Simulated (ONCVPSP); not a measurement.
# Plane-wave convergence, ONCV potential for sulfur

* Element: S (Z = 16)
* Generator: ONCVPSP 4.0.1
* Type: optimised norm-conserving Vanderbilt (ONCV)
* Functional: LDA (Perdew-Zunger)
* Relativity: scalar-relativistic
* Frozen core: [Ne]
* Valence charge: 6
* Reference configuration: 3s2 3p3 (charge +1)
* Partial waves: 3s: rc 1.30 bohr, ncon 4, nbas 9, qcut 4.7 1/bohr, 1 projector; 3p: rc 1.45 bohr, ncon 3, nbas 8, qcut 6.1 1/bohr, 1 projector; d scattering state at 0.43 Ha: rc 1.35 bohr, ncon 4, nbas 8, qcut 7.1 1/bohr, 2 projectors, debl 2.6 Ha
* Local potential: polynomial inside 1.20 bohr (lpopt 5, dvloc0 0 Ha)
* Core correction: Teter function fitted to the true core (icmod 2), fcfact 0.4

**Question.** For each optimised wave give the share of its norm inside rc, the residual kinetic energy above qcut (Ha) and the cutoffs (Ha) for errors of 10, 1, 0.1 and 0.01 mHa per electron.

**Answer.**

```json
{"wave": "3s", "norm inside rc": "0.309", "residual KE": "2.9e-03", "10 mHa": "8.9", "1 mHa": "18.4", "0.1 mHa": "76.3", "0.01 mHa": "133.3"}
{"wave": "3p", "norm inside rc": "0.308", "residual KE": "2.0e-05", "10 mHa": "4.4", "1 mHa": "7.8", "0.1 mHa": "15.6", "0.01 mHa": "25.2"}
{"wave": "d projector 1", "norm inside rc": "0.124", "residual KE": "7.5e-04", "10 mHa": "16.6", "1 mHa": "24.3", "0.1 mHa": "95.4", "0.01 mHa": "128.6"}
{"wave": "d projector 2", "norm inside rc": "0.112", "residual KE": "7.6e-03", "10 mHa": "24.3", "1 mHa": "34.7", "0.1 mHa": "88.0", "0.01 mHa": "144.7"}
```

The occupied waves need 18 Ha and 76 Ha for 1 and 0.1 mHa. Note: no bound ghost flagged; GHOST(+) flagged for s at 47.7 eV.
